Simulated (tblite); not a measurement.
Compound: C₄H₉NOSi₂.
Numbering: `[N:1]#[C:2][C@H:3]1[CH2:4][CH2:5][SiH2:6][O:7][SiH2:8]1` (hydrogens: H9 on C3; H10, H11 on C4; H12, H13 on C5; H14, H15 on Si6; H16, H17 on Si8)

Structure optimised with GFN2-xTB, isolated species.

Give the optimised bond lengths and angles.

| bond | length (Å) | order |
| --- | --- | --- |
| N1≡C2 | 1.146 | triple |
| C2–C3 | 1.430 | single |
| C3–C4 | 1.541 | single |
| C4–C5 | 1.533 | single |
| C5–Si6 | 1.904 | single |
| Si6–O7 | 1.640 | single |
| O7–Si8 | 1.619 | single |
| C3–Si8 | 1.928 | single |
| C3–H9 | 1.095 | single |
| C4–H10 | 1.096 | single |
| C4–H11 | 1.094 | single |
| C5–H12 | 1.093 | single |
| C5–H13 | 1.091 | single |
| Si6–H14 | 1.457 | single |
| Si6–H15 | 1.463 | single |
| Si8–H16 | 1.455 | single |
| Si8–H17 | 1.461 | single |

Orders are formal, as drawn. A selection of angles:
| angle | degrees |
| --- | --- |
| N1–C2–C3 | 179.0 |
| C2–C3–C4 | 110.1 |
| C2–C3–Si8 | 109.8 |
| C4–C3–Si8 | 112.0 |
| C3–C4–C5 | 113.3 |
| C4–C5–Si6 | 112.6 |
| C5–Si6–O7 | 105.6 |
| Si6–O7–Si8 | 134.8 |
| C3–Si8–O7 | 106.1 |

Torsions: C2–C3–C4–C5 57° (synclinal); C3–C4–C5–Si6 67° (synclinal); C4–C5–Si6–O7 -34° (synclinal); C5–Si6–O7–Si8 6° (synperiplanar); Si6–O7–Si8–C3 -6° (synperiplanar); C2–C3–Si8–O7 -91° (anticlinal).

Si8 (oxygen-bound silicon) is distorted tetrahedral (angles from 106.1° to 116.2°). The C–Si distances run from 1.904 Å (C5–Si6, drawn single) to 1.928 Å (C3–Si8, drawn single), a spread of 0.024 Å. The 3 C–C bonds span 1.430 Å (C2–C3, drawn single) to 1.541 Å (C3–C4, drawn single), a spread of 0.111 Å. The 6-membered ring C3–C4–C5–Si6–O7–Si8 has internal angles of 105.6° to 134.8° (sum 684°, against 720° for a flat polygon); it is puckered, 0.22 Å rms from its mean plane, widest ring torsion 67°. Si6 (oxygen-bound silicon) is distorted tetrahedral (angles from 104.6° to 114.9°). Of the pairs four or more bonds apart, C2···H12 is among the closest relative to their van der Waals radii: 2.56 Å, 88 % of the sum of Bondi's values. O7 (siloxane oxygen) is bent (angle 134.8°).

Point group: C1 (no symmetry element, even within 0.4 Å). Its GFN2-xTB frequencies are all real (lowest 49 cm⁻¹). One conformer, not necessarily the lowest. 3 starts were optimised and ended at 0.00, 0.02 and 0.03 kcal/mol (GFN2-xTB); the lowest of these is shown.

All values are computed, not measured.
